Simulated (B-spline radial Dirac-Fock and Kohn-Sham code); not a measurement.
**Binding energies of Ni¹⁶⁺ at several levels of theory**

System: Ni¹⁶⁺, [Ne] 3s2.

The density-functional columns are spherical, spin-unpolarised Dirac-Kohn-Sham results without Breit or QED terms: −ε is minus the orbital energy of the initial state and ΔSCF the difference of two total energies. The reference in the last column comes from ΔSCF Dirac-Fock with Breit, self-energy and vacuum polarisation, finite nucleus, configuration average. All numbers are from a radial B-spline solver, in eV; a selection of levels is shown. For the 1s level of heavy atoms much of the gap between ΔSCF and the reference is the Breit and QED part, -14.5 eV here; for other levels the error of the functional can be larger.

| level | LDA −ε | LDA ΔSCF | Dirac-Fock |
| --- | --- | --- | --- |
| K | 8764.8 | 8956.5 | 8942.2 |
| L1 | 1524.4 | 1570.0 | 1592.8 |
| L2 | 1405.8 | 1458.3 | 1454.8 |
| L3 | 1387.8 | 1439.6 | 1437.2 |
| M1 | 554.1 | 572.0 | 566.8 |

For the outermost level NIST gives 571.07 ± 0.12 eV (semi-empirical); the differences from it are LDA −ε -16.94, LDA ΔSCF +0.91, Dirac-Fock -4.26 eV.

Values without a named source are computed, but for edge energies of neutral atoms, which are taken from tables.
